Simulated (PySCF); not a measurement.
Au2H8S2Si4, SMILES [Au][S][SiH2][SiH2][SiH2][SiH2][S][Au], multiplicity 1.

Geometry: PBE0-D3(BJ)/def2-SVP. The spin state was assumed, not searched. The def2 effective core potentials stand for the cores of Au; spin–orbit coupling is left out. Other conformers were not sampled.

Method: TDA-M06-2X/def2-SVP (PySCF).

Vertical excitations. Gas-phase values at a fixed geometry. State labels are in the subgroup C2.

Computed lowest excited states:
```json
[
 {"state": "S1", "symmetry": "A", "energy (eV)": "2.46", "λ (nm)": "504", "f": "0.009", "main pairs": "HOMO−1→LUMO 51 %, HOMO−2→LUMO+1 45 %"},
 {"state": "S2", "symmetry": "B", "energy (eV)": "2.46", "λ (nm)": "504", "f": "0.000", "main pairs": "HOMO−2→LUMO 50 %, HOMO−1→LUMO+1 45 %"},
 {"state": "S3", "symmetry": "B", "energy (eV)": "3.20", "λ (nm)": "387", "f": "0.575", "main pairs": "HOMO→LUMO 50 %, HOMO−3→LUMO+1 27 %"},
 {"state": "S4", "symmetry": "A", "energy (eV)": "3.32", "λ (nm)": "373", "f": "0.000", "main pairs": "HOMO→LUMO+1 36 %, HOMO−3→LUMO 35 %, HOMO−4→LUMO+1 7 %, HOMO−7→LUMO+1 7 %"},
 {"state": "S5", "symmetry": "B", "energy (eV)": "3.77", "λ (nm)": "329", "f": "0.047", "main pairs": "HOMO−4→LUMO 37 %, HOMO−6→LUMO+1 27 %, HOMO−3→LUMO+1 8 %, HOMO→LUMO 7 %"},
 {"state": "S6", "symmetry": "A", "energy (eV)": "3.79", "λ (nm)": "327", "f": "0.000", "main pairs": "HOMO−6→LUMO 31 %, HOMO−4→LUMO+1 30 %, HOMO→LUMO+1 10 %, HOMO−7→LUMO+1 7 %"},
 {"state": "T1", "symmetry": "A", "energy (eV)": "2.01", "λ (nm)": "617", "f": "0", "main pairs": "HOMO−1→LUMO 48 %, HOMO−2→LUMO+1 44 %"},
 {"state": "T2", "symmetry": "B", "energy (eV)": "2.01", "λ (nm)": "617", "f": "0", "main pairs": "HOMO−2→LUMO 48 %, HOMO−1→LUMO+1 44 %"}
]
```
Triplets are in the Tamm–Dancoff approximation.
